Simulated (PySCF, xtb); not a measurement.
C3H8OSi2, SMILES O[SiH2]C#CC[SiH3].

GFN2-xTB (xtb 6.7.1) at its own geometry gives an orbital gap of 4.86 eV and a dipole moment of 2.10 D.

The structure is a stationary point at B3LYP-D3(BJ)/def2-SVP. This is a generated structure with no PubChem entry under its InChIKey; it may be hypothetical. The values are those of a single conformer.

Task: What does CAM-B3LYP/def2-TZVP run with PySCF give? (The exact figures need the calculation; the answer reports its results.)

Result: gap 9.53 eV (levels -8.92 and 0.61 eV), dipole 2.66 D.
